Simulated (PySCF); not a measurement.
Geometries of 2 isomers of C2H4OSSi, from PBE0-D3(BJ)/def2-SVP geometry optimisation, gas phase in PySCF. One conformer each, no zero-point energy, no frequencies.

Task: Which is lower in electronic energy at this level?
A.
```xyz
9
angstrom
C      2.211   -0.216   -0.405
C      1.060   -0.279   -0.014
Si    -0.681   -0.356    0.556
O     -1.638   -1.026   -0.618
S     -1.227    1.634    1.135
H      3.230   -0.162   -0.748
H     -0.851   -1.223    1.742
H     -1.639   -0.607   -1.484
H     -0.408    2.224    0.236
```
B.
```xyz
9
angstrom
Si    -1.155   -0.542    0.050
O     -0.025    0.465   -0.690
C      1.307    0.483   -0.442
C      1.961   -0.277    0.422
S      2.758   -1.164    1.435
H     -1.170   -0.300    1.523
H     -2.455   -0.175   -0.566
H     -0.818   -1.972   -0.215
H      1.873    1.211   -1.034
```

Result: A. That is `C#C[Si@H](O)S`, 34.6 kcal/mol below the other.

```
       SMILES             atoms numbered as above      E (Eh)  relative (kcal/mol)  relative (kJ/mol)  dipole (D)
C#C[Si@H](O)S  [CH:1]#[C:2][Si@H:3]([OH:4])[SH:5]  -840.77336                  0.0                0.0        2.68
 [SiH3]OC=C=S     [SiH3:1][O:2][CH:3]=[C:4]=[S:5]  -840.71815                 34.6              145.0        0.61
```

As drawn, the lower has a C≡C bond, an O–H bond and an S–H bond, which the higher lacks; the higher has cumulated double bonds, a C=S bond and a C=C bond outside aromatic rings, which the lower lacks.
